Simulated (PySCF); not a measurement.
# Spectroscopy problems

Computational details: PBE0/pcSseg-1 with gauge-including orbitals, geometry: PBE0-D3(BJ)/def2-SVP, spin–spin couplings from B3LYP/pcJ-1 (spin–dipole term left out of most H,H and C,H couplings), in PySCF 2.14 (fast rotation and ring inversion assumed for equivalent nuclei, one computed conformer, no solvent model, non-relativistic).

Shifts are taken against calculated references (same method and geometry level): 1H (31.27 ppm), 13C (184.41 ppm) vs TMS. Multiplet labels drop J under 1 Hz and among equivalent protons, and merge close values. Unscaled 3J(H,H) run several per cent high. Carbons bonded to boron are broad in practice. Shifts are as computed. Against solution values, carbons near 30 ppm lie about +2 ppm off and those near 130 ppm about +5 ppm. Of 1309 compounds with measured shifts, 239 miss one by over three times the rms of a fit or turn the order of signals round; such compounds aren't used in these exercises.

Q: C6H11B. 1H NMR (400 MHz, computed): δ 7.33 (ddt, J = 18.1, 11.7, 1.1 Hz, 1H), 6.70 (dt, J = 18.2, 11.4 Hz, 1H), 6.48 (d, J = 18.1 Hz, 1H), 5.85 (ddd, J = 18.2, 1.7, 1.0 Hz, 1H), 5.78 (dt, J = 11.1, 1.4 Hz, 1H), 0.90 (s, 6H). 13C{1H} NMR (computed): δ 160.4 (CH), 148.2 (CH), 145.1 (CH), 133.4 (CH2), 12.7 (CH3). Identify the compound.

A: SMILES C=C/C=C/B(C)C. 5 carbon signals for 6 carbons: some carbons are equivalent by symmetry or fast rotation. Carbon types of the structure: 3 × CH, 1 × CH2, 2 × CH3, which accounts for all hydrogens. δC 160.4, 148.2, 145.1: alkene CH; an sp2 carbon of a C=C bond. δC 133.4: terminal =CH2 carbon; the olefinic region. δH 7.33, 6.70, 6.48: hydrogen on an alkene CH; attached to an sp2 carbon and in the plane of the double bond. δH 5.85, 5.78: hydrogen on a terminal =CH2 carbon; attached to an sp2 carbon and in the plane of the double bond. The protons at 5.85 and 6.70 share a coupling of 18.2 Hz (vicinal, trans across C=C). The protons at 7.33 and 6.48 share a coupling of 18.1 Hz (vicinal, trans across C=C). The protons at 6.70 and 7.33 share a coupling of 11.7 Hz (vicinal). The protons at 5.78 and 6.70 share a coupling of 11.1 Hz (vicinal, cis across C=C).

The data come from this structure; uniqueness wasn't tested.

Q: C6H11B. 1H NMR (400 MHz, computed): δ 5.80 (dq, J = 7.8, 4.7 Hz, 1H), 5.20 (qd, J = 8.6, 7.8 Hz, 1H), 1.76 (dd, J = 8.6, 4.7 Hz, 3H), 0.85 (s, 6H). 13C{1H} NMR (computed): δ 234.5 (C), 97.0 (CH), 85.0 (CH), 15.3 (CH3), 12.9 (CH3). Give a structure.

A: SMILES CC=C=CB(C)C. 5 carbon signals for 6 carbons: some carbons are equivalent by symmetry or fast rotation. Carbon types of the structure: 1 × C, 2 × CH, 3 × CH3, which accounts for all hydrogens. δC 234.5: central carbon of an allene; the central sp carbon of an allene is among the most deshielded carbons of hydrocarbons. δC 97.0, 85.0: terminal carbon of a cumulated C=C=C unit. δC 15.3: allylic methyl carbon; saturated and bonded to C and H only. δH 5.80, 5.20: hydrogen on a terminal carbon of a cumulated C=C=C unit; olefinic region. The protons at 1.76 and 5.20 share a coupling of 8.6 Hz (vicinal).

The data come from this structure; uniqueness wasn't tested.
